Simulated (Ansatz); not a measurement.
Consider the ligand exchange at the Si–O bond: `O[Si](F)(O[SiH3])O[SiH3]` + `C=C[Si](O)(O)O` → `C=C[Si](O)(O)O[SiH3]` + `O[Si](O)(F)O[SiH3]`.

Computed with Ansatz on PBE0-D4/def2-TZVP structures; ΔE is electronic, products minus reactants. CCSD(T)/CBS is the MP2 limit (def2-TZVPP, def2-QZVPP) plus CCSD(T) − MP2 in def2-TZVPP, frozen cores. One conformer a species, not always the lowest.

| species | HF/def2-TZVPP energy (Eh) |
| --- | --- |
| `O[Si](F)(O[SiH3])O[SiH3]` | -1195.43870 |
| `C=C[Si](O)(O)O` | -593.05897 |
| `C=C[Si](O)(O)O[SiH3]` | -883.21404 |
| `O[Si](O)(F)O[SiH3]` | -905.28276 |

Problem. Work out ΔE.

Solution. ΔE = (-883.21404) + (-905.28276) − (-1195.43870) − (-593.05897) = 0.00087 Eh = +0.02 eV. CCSD(T)/CBS gives +0.01 eV.

Largest T1 diagnostic among the species: 0.012.
